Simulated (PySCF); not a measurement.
# Electric field gradients and quadrupole coupling constants

Species: C2H8N2Si2.
Structure used (GFN2-xTB), in Å, numbered top down from 1:
```
atom  x, y, z in Å
N1    -1.403    2.657    0.584
C2    -1.497    1.514    0.594
Si3   -1.603   -0.354    0.637
C4    -0.411   -1.040   -0.663
Si5    1.240   -0.110   -0.902
N6     1.799    0.327    0.668
H7    -3.009   -0.675    0.363
H8    -1.228   -0.716    2.007
H9    -0.914   -1.073   -1.629
H10   -0.196   -2.076   -0.404
H11    1.008    0.999   -1.841
H12    2.268   -1.007   -1.436
H13    1.198    0.894    1.248
H14    2.746    0.659    0.751
```

Field gradients from the PBE0/pcSseg-1 density (PySCF, non-relativistic), principal values in atomic units, ordered |Vxx| ≤ |Vyy| ≤ |Vzz|:

| atom | Vxx | Vyy | Vzz |
| --- | --- | --- | --- |
| N1 | 0.5693 | 0.5880 | -1.1573 |
| N6 | 0.3046 | 0.6059 | -0.9104 |

Problem. Find the asymmetry η = (Vxx − Vyy)/Vzz and the couplings χ = eQV/h (234.96 MHz × Q in barn × V in au), with Q(14N) = 0.02044 b.

Solution. 
| atom | environment | nucleus | η | χzz (MHz) | χxx (MHz) | χyy (MHz) |
| --- | --- | --- | --- | --- | --- | --- |
| N1 | cyano nitrogen | 14N | 0.02 | -5.56 | 2.73 | 2.82 |
| N6 | silicon-bound nitrogen | 14N | 0.33 | -4.373 | 1.463 | 2.910 |

The gradient is axial or nearly so (η below 0.05) at N1. The tensor is traceless: Vxx + Vyy + Vzz = 0.

Problem. What is Vzz at N6 in SI units (1 au = 9.71736 × 10²¹ V/m²)?

Solution. -0.9104 au = -8.847 × 10²¹ V/m².

Were the hydrogens deuterons (Q(2H) = 0.00286 b), χzz would run from 103 kHz (H11) to 288 kHz (H14).

The structure is a single GFN2-xTB conformer in the gas phase; no vibrational or solvent corrections. GFN2-xTB bond lengths can be off by several hundredths of an ångström, more for odd bonds, and the gradients follow them. With a basis this small, the couplings can be 20 % off.

The run behind these numbers computed NMR shieldings as well. Time: 46 s (grids of density and orbitals included); peak memory 0.72 GiB. Hardware: one thread, Arm Neoverse N1 (aarch64), no GPU (shared host).
